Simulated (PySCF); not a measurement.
These are B3LYP-D3(BJ)/def2-TZVP in PySCF values and carry that method's errors. Isolated molecules, 0 K electronic values unless said otherwise. One relaxed conformer stands for a flexible species; it need not be the lowest. B3LYP has the VWN-RPA correlation part, as in Gaussian. Excitations are Tamm–Dancoff values on a coarser integration grid. The basis has no diffuse functions, so Rydberg states are missing or too high.

Reference species (SMILES): `C=NCO` (C–N–C–O torsion -130°, N–C–O–H torsion -47°) (neutral, multiplicity 1).

```
Quantity               Result
-------------------  --------
HOMO                 -7.52 eV
S1 excitation (TDA)   5.02 eV
HOMO–LUMO gap         6.59 eV
```

Changed species: `[H]/N=C(\C)O` (N–C–O–H torsion 0°).

Problem. Give the shifts of the HOMO, S1 excitation (TDA) and HOMO–LUMO gap.

Solution. the HOMO decreases by 0.17 eV, to -7.69 eV; the S1 excitation (TDA) rises by 1.55 eV, to 6.57 eV; the HOMO–LUMO gap increases by 1.50 eV, to 8.09 eV.
